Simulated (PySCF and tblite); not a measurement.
Values are calculated unless marked as measured or tabulated.
C₇H₇BrO, numbered as in [CH3:1][O:2]/[CH:3]=[CH:4]\[C:5]#[C:6]/[CH:7]=[CH:8]\[Br:9]. Search: ETKDG and KDG, MMFF94s, GFN2-xTB, 60 starts; geometries at GFN2-xTB. Free energies are PBE0-D3(BJ)/pcSseg-1 single points with GFN2-xTB rigid-rotor and vibrational terms (modes under about 100 cm⁻¹ blended into free rotors). Symmetry numbers and mirror images are counted. Conformers within 2.5 kcal/mol (GFN2-xTB free energy) were kept, 2 at most. GIAO shieldings: PBE0/pcSseg-1. Shifts are against TMS (¹H), TMS (¹³C) at the same level. Programs: PySCF with density fitting and tblite.

Torsions listed: C1–O2–C3–C4.

```json
{"conformer": "1", "shape": "0°", "point group": "Cs", "mirror pair": "no", "ΔE(DFT)": "0.00", "Δ(G−E) at 298.15 K": "0.00", "δ H1 (ppm)": "4.79"}
{"conformer": "2", "shape": "180°", "point group": "Cs", "mirror pair": "no", "ΔE(DFT)": "2.31", "Δ(G−E) at 298.15 K": "-0.89", "δ H1 (ppm)": "3.90"}
```

Energies in kcal/mol; the thermal term leaves out symmetry numbers and mirror images.

(1) Work out the weights at 298.15 K and the ¹H shift of H1 under fast exchange.

Spin–orbit effects of the heavy atoms on shieldings are missing.

Answers

(1) RT = 0.592 kcal/mol. Each conformer gets RT ln(σ/g), with σ the rotational symmetry number and g = 2 for a mirror pair: 1: σ = 1, g = 1, G = 0.00 + 0.00 + 0.00 = 0.00, 0.00 above the lowest, exp(−ΔG/RT) = 1.000; 2: σ = 1, g = 1, G = 2.31 − 0.89 + 0.00 = 1.42, 1.42 above the lowest, exp(−ΔG/RT) = 0.091. The sum is 1.091, so the weights are 91.6, 8.4 %. The averaged shift is 4.71 ppm. At 298.15 K the leading conformer alone gives 4.79 ppm and bare DFT energies give 4.77 ppm.
